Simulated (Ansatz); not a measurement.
`CO[SiH](O)[SiH2]O`, charge 0, multiplicity 1.

Q: Give a relaxed structure at PBE0-D4/def2-TZVP (the Gaussian-basis code of Ansatz). (Best estimate.)

A: The calculation gave: 
```xyz
14

C    -0.1850   -1.2782    2.0285
O     0.1217   -1.4382    0.6638
Si    0.7720   -0.2536   -0.2754
O     1.5097   -0.9511   -1.5618
Si   -0.9079    1.1345   -1.1420
O    -0.1790    2.5060   -1.7142
H    -1.1216   -0.7271    2.1645
H    -0.3003   -2.2681    2.4736
H     0.6111   -0.7460    2.5630
H     1.7461    0.4917    0.5819
H     2.2415   -1.5461   -1.3882
H    -1.6880    0.4440   -2.2101
H    -1.8828    1.4662   -0.0567
H    -0.7375    3.1659   -2.1271
```
This is one stationary point; other conformers may exist.
